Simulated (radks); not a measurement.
Q: As2+, configuration [Ar] 3d10 4s2 4p1 (the NIST ground configuration). All-electron calculation, Dirac Kohn-Sham, PBE, spin-unpolarised, spherical densities, point nucleus; open shells fill j = l - 1/2 first. Program: a radial shooting solver on a logarithmic mesh with Libxc functionals. Some entries of the table are withheld. Estimate them.

| orbital | occ. | eigenvalue (Ry) | <r^2> (bohr^2) | r(max) (bohr) |
|---|---|---|---|---|
| 1s1/2 | 2 | -862.6851 | 0.002786 | 0.02973 |
| 2s1/2 | 2 | -110.7979 | 0.04842 | 0.1701 |
| 2p1/2 | 2 | -99.15719 | 0.03746 | 0.1342 |
| 2p3/2 | 4 | -96.46956 | 0.03893 | 0.1373 |
| 3s1/2 | 2 | -15.54499 | 0.4123 | 0.5218 |
| 3p1/2 | 2 | -11.63367 | 0.4371 | (1) |
| 3p3/2 | 4 | -11.26435 | 0.4523 | (2) |
| 3d3/2 | 4 | (3) | (4) | 0.4752 |
| 3d5/2 | 6 | (5) | (6) | 0.4780 |
| 4s1/2 | 2 | -2.45397 | 3.719 | 1.567 |
| 4p1/2 | 1 | -1.68244 | 5.186 | 1.805 |
| 4p3/2 | 0 | -1.65301 | 5.333 | 1.833 |

A: 
(1) 3p1/2 r(max) (bohr): 0.5154
(2) 3p3/2 r(max) (bohr): 0.5239
(3) 3d3/2 eigenvalue (Ry): -4.57682
(4) 3d3/2 <r^2> (bohr^2): 0.5703
(5) 3d5/2 eigenvalue (Ry): -4.52307
(6) 3d5/2 <r^2> (bohr^2): 0.5782
